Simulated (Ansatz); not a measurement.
`C/C=N/C[SiH3]` + H₂Se → `[SiH3][SeH]` + `C/C=N/C` at 600 K and 1 bar (ligand exchange at the Si–C bond).

Gas-phase electronic energies from Ansatz, PBE0-D4/def2-TZVP geometries. CCSD(T)/CBS is the MP2 limit (def2-TZVPP, def2-QZVPP) plus CCSD(T) − MP2 in def2-TZVPP, frozen cores. Double bonds are as drawn, so ΔE can hold a change between cis and trans. For Se outer-core shells are correlated without core-valence functions, which leaves a few kJ/mol of doubt a bond. Scalar relativity is left out up to krypton. Each species was taken in one conformer, which may not be the lowest.

| species | CCSD(T)/CBS energy (Eh) | H − E (kJ/mol) | S (J/(mol·K)) |
| --- | --- | --- | --- |
| `C/C=N/C[SiH3]` | -463.32488 | 360.9 | 455.3 |
| H₂Se | -2401.89790 | 57.0 | 244.8 |
| `[SiH3][SeH]` | -2692.20088 | 124.0 | 341.5 |
| `C/C=N/C` | -173.04842 | 302.0 | 367.9 |

H − E and S are ideal-gas, rigid-rotor, harmonic terms from PBE0-D4/def2-TZVP, for one conformer and one mirror image of each species. 1 Eh = 2625.50 kJ/mol, R = 8.31446 J/(mol·K).

By hand: ΔE, ΔH, ΔS and ΔG.

ΔE = (-2692.20088) + (-173.04842) − (-463.32488) − (-2401.89790) = -0.02652 Eh = -69.6 kJ/mol. Δ(H − E) = 124.0 + 302.0 − 360.9 − 57.0 = 8.1, so ΔH = -61.5 kJ/mol. ΔS = 341.5 + 367.9 − 455.3 − 244.8 = 9.3 J/(mol·K). ΔG = -61.5 − 600 × (9.3)/1000 = -67.1 kJ/mol.

By hand: the equilibrium constant, and the temperature at which ΔG would vanish if ΔH and ΔS stayed fixed.

log₁₀ K = −ΔG/(RT ln 10) = 5.8. ΔH and −TΔS have one sign here, so there is no such temperature.

The number of gas molecules stays the same, so ΔS is small and ΔH decides. A doubt of 5 kJ/mol in ΔE shifts log₁₀ K by 0.4 here. Other conformers and mirror images would add mixing entropy, several J/(mol·K) or more a flexible species. These are equilibria of isolated gas molecules and say nothing of rates. Largest T1 diagnostic: 0.012 (customary marks: 0.02 for closed shells, 0.045 for open ones).

ΔS is within the doubt of such terms, so its sign, and with it that verdict, could turn.
